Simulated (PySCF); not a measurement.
# From computed data to an observable: chemical shift, span and skew from a shielding tensor

C5H5F, SMILES C#CCC(=C)F. Atoms are numbered in the order given.

```xyz
11

C      2.4123     0.0172     1.0082
C      1.4678    -0.3530     0.3493
C      0.3275    -0.8001    -0.4444
C     -0.8940     0.0497    -0.2638
C     -2.0897    -0.3471     0.1581
F     -0.6788     1.3225    -0.5997
H      3.2502     0.3489     1.5929
H      0.6081    -0.7851    -1.5133
H      0.0787    -1.8429    -0.1955
H     -2.9144     0.3635     0.2308
H     -2.2564    -1.3870     0.4377
```

The structure is a stationary point at PBE0-D3(BJ)/def2-SVP. The structure was generated by enumeration, and PubChem lists no compound with its InChIKey, so it may never have been made. One conformer was computed; it need not be the lowest.

GIAO shieldings from PBE0/pcSseg-1 (PySCF), non-relativistic, no solvent. The symmetric part of the tensor of F6 has the principal values 161.4, 263.2, 368.5 ppm. The same nucleus in CFCl3 has σ = 167.2 ppm at this level (PySCF, at its B3LYP-D3(BJ)/def2-TZVP geometry).

**Question.** Work out the isotropic shielding, the ¹⁹F shift against CFCl3, the span and the skew.

**Answer.** 
σ(iso) = (σ11 + σ22 + σ33)/3 = 264.4 ppm. δ = σ(ref) − σ(iso) = 167.2 − (264.4) = -97.2 ppm.
Span Ω = σ33 − σ11 = 207.1 ppm. Skew κ = 3(σ(iso) − σ22)/Ω = 0.02. Tumbling in solution averages the tensor to δ; in a static solid the shielding alone would spread this spin-1/2 line over Ω.
